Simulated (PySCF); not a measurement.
## Radial density of Kr⁺ (krypton, charge +1)

M06-2X, [Ar] 3d10 4s2 4p5, 2P determinant. Computed with PySCF 2.14 in x2c-TZVPPall (6s5p4d1f, 48 functions), with scalar relativity by spin-free X2C-1e.

```csv
r (bohr),4πr²ρ (e/bohr),4πr²(ρα − ρβ)
0.000608,0.2736,0.0000
0.00102,0.6691,0.0000
0.00172,1.633,0.0000
0.00290,3.880,0.0000
0.00487,8.716,0.0001
0.00819,17.92,0.0003
0.0138,31.72,0.0009
0.0232,43.59,0.0039
0.0390,42.11,0.0156
0.0656,37.08,0.0433
0.110,51.33,0.0516
0.185,42.59,-0.0111
0.312,31.14,0.0777
0.525,33.61,0.0550
0.883,9.558,0.1766
1.48,5.297,0.7147
2.50,1.645,0.2470
4.20,0.07095,0.0079
7.07,0.0001334,0.0000
```

Densities and radii are taken from the X2C orbitals without a picture-change correction, which distorts them close to the nucleus.

(1) Where is the radial spin density 4πr²(ρα − ρβ) most negative, and why is it negative at all?

Answers

(1) Around r = 0.185 bohr, down to -0.0111 e/bohr: exchange with the open shell polarises the paired shells in an unrestricted calculation.
